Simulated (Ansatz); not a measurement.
Two shapes of singlet SiF₄.

Shape 1:

```xyz
5

Si    0.0000    0.0000    0.0000
F     0.9891    0.9891    0.9891
F     0.9891   -0.9891   -0.9891
F    -0.9891    0.9891   -0.9891
F    -0.9891   -0.9891    0.9891
```

Shape 2:

```xyz
5

Si    0.0000    0.0000    0.0000
F     0.8426    0.8426    0.8426
F     0.8426   -0.8426   -0.8426
F    -0.8426    0.8426   -0.8426
F    -0.8426   -0.8426    0.8426
```

Basis set: cc-pVTZ (spherical functions). Correlated methods keep 9 orbitals frozen. Charge 0, multiplicity 1.

Computed with Ansatz (development build ahead of 0.2.0); each method stands on the lowest determinant of its kind that the runs found.

Q: Which shape is lower in energy, and by how much in each method?

A:

| method | E(2) − E(1) (eV) |
| --- | --- |
| RHF | -1.165 |
| RHF-MP2 | 0.064 |

The methods disagree on the order. Caution: no unrestricted run beside it, a lower state can exist.
